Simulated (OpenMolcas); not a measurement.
**Exact exchange and the dipole moment of ICl (iodine monochloride)**

ICl: 2 atoms, total charge 0, spin state singlet. As SMILES, `ClI`. The shape is that of a PBE0-D4/def2-TZVP optimisation.

The dipole moment y, in D, basis def2-TZVP with a core potential; a is the functional's share of exact exchange. Programs: OpenMolcas 26.06.

| functional | program | a | y (D) |
| --- | --- | --- | --- |
| TPSS | OpenMolcas | 0 | 1.07 |
| PBE | OpenMolcas | 0 | 1.06 |
| B3LYP | OpenMolcas | 0.2 | ? |
| PBE0 | OpenMolcas | 0.25 | 1.13 |
| BHLYP | OpenMolcas | 0.5 | 1.23 |

Fit y = c + s·a to the known rows and predict B3LYP.


1. Means of the 4 rows: a = 0.1875, y = 1.123.
2. Σ(Δa)² = 0.17188, Σ(Δa·Δy) = 0.055625, so the slope is 0.055625/0.17188 = 0.32363.
3. Intercept: 1.123 − (0.32363) × 0.1875 = 1.062. The largest residual of the fit is 0.013.
4. B3LYP: 1.062 + (0.32363) × 0.2 = 1.13 D.

The run gave 1.14 D, so the prediction is off by -0.01 D, within the scatter of the fit. More exact exchange makes the molecule more polar here.
